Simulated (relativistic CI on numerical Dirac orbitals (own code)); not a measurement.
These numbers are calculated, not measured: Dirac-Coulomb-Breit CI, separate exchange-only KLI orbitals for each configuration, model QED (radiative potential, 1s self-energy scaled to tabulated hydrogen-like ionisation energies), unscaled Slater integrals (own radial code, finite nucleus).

The strongest absorption lines from the ground level of an ion, among the configurations computed and to levels below about 5470 eV (vacuum wavelength in Å, gf): 2.2749 (0.25), 2.9446 (0.42), 2.9498 (0.27), 2.9596 (0.18), 2.9812 (0.093), 3.0021 (1.5), 32.218 (0.12), 32.419 (0.18).

(1) Which ion is it?
A. Cd XLIV
B. Ru XL
C. Te XLVIII
D. Ba LII

## Answers

(1) A. Cd XLIV has 5 electrons and the ground level 2s²2p ²P°1/2; the strongest line goes to 2s²3d ²D3/2. The pattern of lines fixes the number of electrons, and along that sequence the line energies rise steadily with the charge (about as its square where n changes within one kind of shell, about linearly where n is kept but much faster in heavy ions where fine structure, which grows about as Z⁴, sets the gap, and irregularly where shells cross), which fixes Z. Configurations outside the model, such as inner-shell arrays, can give stronger lines. At this charge energies of transitions that change n are usually good to better than 1 %, and those within a shell (Δn = 0) to a few per cent.

LS names give the leading component of a level, which can be under half, so a name can repeat, a term be missing and a line seem to break the LS rules.
